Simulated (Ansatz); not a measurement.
`[OH][SnH2][SiH2]Cl`. Total charge 0; spin multiplicity 1. Sn: def2 effective core potential. Geometry: relaxed with PBE0-D4/def2-TZVP. It is one conformer, not always the lowest.

```xyz
9

O    -1.450   -1.302    1.204
Sn    0.066   -0.041    1.130
Si    0.480    0.584   -1.335
Cl   -1.083    1.730   -2.032
H    -1.259   -2.147    0.791
H     1.428   -0.814    1.831
H    -0.477    1.257    2.085
H     0.565   -0.635   -2.178
H     1.731    1.369   -1.496
```

**Question.** What is the dipole moment at PBE/def2-TZVPP? (Best estimate.)

**Answer.** Ansatz gave: 2.22 D, with components (2.10, -0.69, -0.27) D in this frame, pointing from negative to positive charge.

**Question.** And with r2SCAN, B3LYP, ωB97M-V? (Estimate.)

**Answer.** Computed: r2SCAN 2.35 D, B3LYP 2.43 D, ωB97M-V 2.46 D.

**Question.** Give the Mulliken charges with PBE, B3LYP, r2SCAN in def2-TZVPP. (An estimate is asked.)

**Answer.** Ansatz gave: 
```tsv
atom	PBE	B3LYP	r2SCAN
O1	-0.50	-0.55	-0.56
Sn2	0.68	0.73	0.71
Si3	0.18	0.24	0.27
Cl4	-0.21	-0.24	-0.24
H5	0.17	0.17	0.19
H6	-0.13	-0.14	-0.13
H7	-0.11	-0.12	-0.11
H8	-0.04	-0.05	-0.06
H9	-0.04	-0.05	-0.06
```

B3LYP here is the variant with VWN-RPA as its local correlation; programs differ in this.
